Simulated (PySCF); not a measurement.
H₅Sn, SMILES [SnH5-], charge -1.

Geometry: B3LYP-D3(BJ)/def2-TZVPD. The def2 effective core potentials stand for the cores of Sn; spin–orbit coupling is left out.

Two levels are set side by side: PBE/def2-TZVPD (PySCF) and CAM-B3LYP/def2-TZVPD (PySCF). Same geometry, gas phase. Differences are taken from unrounded values.

```tsv
quantity	PBE
orbital gap (eV)	2.57
highest occupied level (eV)	0.58
lowest empty level (eV)	3.16
mean polarisability (bohr³)	80.4
```

Question: These are the PBE values. What does CAM-B3LYP give? (An estimate is asked for; the answer gives what the named calculation found.)

Answer: 
```json
[
 {"quantity": "orbital gap (eV)", "CAM-B3LYP": "5.94", "PBE minus CAM-B3LYP": "-3.37"},
 {"quantity": "highest occupied level (eV)", "CAM-B3LYP": "-1.62", "PBE minus CAM-B3LYP": "2.20"},
 {"quantity": "lowest empty level (eV)", "CAM-B3LYP": "4.32", "PBE minus CAM-B3LYP": "-1.16"},
 {"quantity": "mean polarisability (bohr³)", "CAM-B3LYP": "74.6", "PBE minus CAM-B3LYP": "5.8"}
]
```

PBE's occupied levels lie high since its potential decays too fast outside the molecule; exact exchange lowers them and widens the gap. PBE's more diffuse valence density responds more strongly to a field. Differences between two approximate levels are no errors against the true value.

Rough cost on one machine, each run with all the roots and properties that it gave: CAM-B3LYP against PBE within a factor of 2.
